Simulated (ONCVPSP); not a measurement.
**F (Z = 9): one change to an ONCV potential, before and after**

fluorine (F), optimised norm-conserving Vanderbilt (ONCV), made with ONCVPSP 4.0.1 (PBEsol, scalar-relativistic). Core [He], reference 2s2 2p5. Waves: 2s: rc 0.55 bohr, ncon 4, nbas 9, qcut 12.5 1/bohr, local; 2p: rc 1.85 bohr, ncon 5, nbas 9, qcut 8.4 1/bohr, 2 projectors, debl 2.8 Ha. Local part: the s channel. Core correction: Teter function, fcfact 1.75, rcfact 1.6.

All-electron outer shells of the reference configuration (PBEsol, scalar-relativistic, ld1.x):

| shell | level (eV) | outermost node (bohr) | outermost maximum (bohr) |
| --- | --- | --- | --- |
| 1s | -661.16 | – | 0.11 |
| 2s | -29.72 | 0.24 | 0.76 |
| 2p | -11.05 | – | 0.71 |

Change: all radii but the core radius scaled by about 1.07 (s 0.58, p 1.98 bohr).

Cutoffs: the cutoffs (Ha) at which the residual kinetic energy of the hardest occupied pseudo-wave falls to 1 and 0.1 mHa per electron; they do not see the model core or the augmentation charge, which bear on the density cutoff. Errors are all-electron minus pseudo energies relative to the spin-unpolarised reference configuration.

**Question.** Predict the effect on cutoff, ghosts and configuration errors.

**Answer.** The potential gets softer (59 Ha and 710 Ha → 56 Ha and 273 Ha); of the 4 tests that both files solve, the error grows in 4 and shrinks in 0 by more than 15 % and 0.3 meV (median size 346.3 → 424.9 meV); neither file shows a bound ghost. A larger radius leaves more room for a smooth pseudo-wave, so fewer plane waves are needed. More of the atom is replaced by a form fitted at one configuration, so other configurations suffer.

| quantity | base | changed |
| --- | --- | --- |
| cutoff, loose | 59 Ha | 56 Ha |
| cutoff, tight | 710 Ha | 273 Ha |
| loose cutoff by channel | s 59 Ha, p 25 Ha | s 56 Ha, p 24 Ha |
| bound ghosts | none | none |
| GHOST(+) flags under 300 eV | none | none |
| error for 2s2 2p4, meV [ΔE 19.32 eV] | +86 | +107 |
| error for 2s2 2p3, meV [ΔE 57.59 eV] | +607 | +743 |
| error for 2s2 2p2, meV [ΔE 118.08 eV] | +2122 | +2544 |
| error for 2s1 2p6, meV [ΔE 18.70 eV] | +0.6 | -7.5 |
| rms error of d²Exc/dni dnj with the model core, mHa | 1.37 | 1.32 |
